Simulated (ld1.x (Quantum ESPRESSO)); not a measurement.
**Building the PAW potential for F (LDA (PZ), non-relativistic).**

ld1.x (Quantum ESPRESSO) 7.5 input, shortened:

```
&input
   title='F', zed=9., rel=0, dft='PZ', iswitch=3,
   config='[He] 2s2 2p4.5'
 /
 &inputp
   pseudotype=3, lpaw=.true., tm=.true., lloc=-1, rcloc=1.30,
   nlcc=.true., new_core_ps=.true., rcore=0.35,
   which_augfun='BESSEL', rmatch_augfun=0.50
 /
4
2S  1  0   2.00   0.00  0.55  0.65  0.0
2S  1  0   0.00  -0.85  0.55  0.65  0.0
2P  2  1   4.50   0.00  1.00  1.35  0.0
2P  2  1   0.00  -0.50  1.00  1.35  0.0
 &test
   configts(1)='2s2 2p4.5'
 /
```

All-electron outer shells of the reference configuration (LDA (PZ), non-relativistic, ld1.x):

| shell | level (eV) | outermost node (bohr) | outermost maximum (bohr) |
| --- | --- | --- | --- |
| 2s | -37.84 | 0.24 | 0.76 |
| 2p | -19.41 | – | 0.69 |

Task: Does the generator finish with these settings?

Result: Yes, a potential is produced and its reference levels are reproduced.

Task: Estimate the cutoffs (Ry, on a coarse ladder) from which the occupation-weighted sum of valence levels, in a spherical-Bessel basis at the reference potential, stays within 10 and 1 mRy of its value at 400 Ry.

Result: 80 Ry and 120 Ry.

Task: What does a ghost test show?

Result: No extra level below or beside the all-electron valence levels (s, p, d, f tested).

Task: Is the overlap operator S = 1 + Σ q|β⟩⟨β| positive definite (Bessel basis up to 400 Ry)?

Result: Yes: its lowest eigenvalue is 0.53 (s channel).

Task: Which valence shell sets the plane-wave cutoff?

Result: 2s: its level needs 100 Ry to come within 1 mRy, against 45 Ry for 2p.

Task: Tests: 2s2 2p5; 2s2 2p4; 2s2 2p3; 2s2 2p1; 2s1 2p6; 2s2 2p5.3; 2s2 2p2. Which has the largest error in its energy relative to the reference configuration, and how large is it?

Result: 2s2 2p1, with -56 meV (all-electron minus pseudo) on +197.05 eV.
